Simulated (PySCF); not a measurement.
trichloroethylene cation (C2HCl3), SMILES ClC=C(Cl)Cl (connectivity only; charge and spin as stated), charge +1, multiplicity 2. Geometry: B3LYP-D3(BJ)/def2-SVP. The multiplicity is an assumed one; other spin states were not compared.

The numbers are results of B3LYP-D3(BJ)/def2-SVP run with PySCF 2.14.0, not measurements.

Harmonic wavenumbers (cm⁻¹): 150, 183, 293, 405, 471, 662, 805, 947, 1030, 1274, 1428, 3192. Rotational constants (GHz): 3.853, 1.545, 1.103; symmetry number 1.

### Question
Work out the zero-point energy and the ideal-gas rigid-rotor harmonic-oscillator thermochemistry at 298.15 K and 1 atm.

### Answer
ZPE = ½ Σ hcν = ½ × 10840 cm⁻¹ = 64.84 kJ/mol. H − E(el) = 81.36 kJ/mol. Entropy in J/(mol K): translation 169.58, rotation 118.34, vibration 37.29, spin 5.76, total 330.98. G − E(el) = -17.32 kJ/mol. Cp = 78.50 J/(mol K). Modes under 150 cm⁻¹ make the vibrational entropy uncertain.
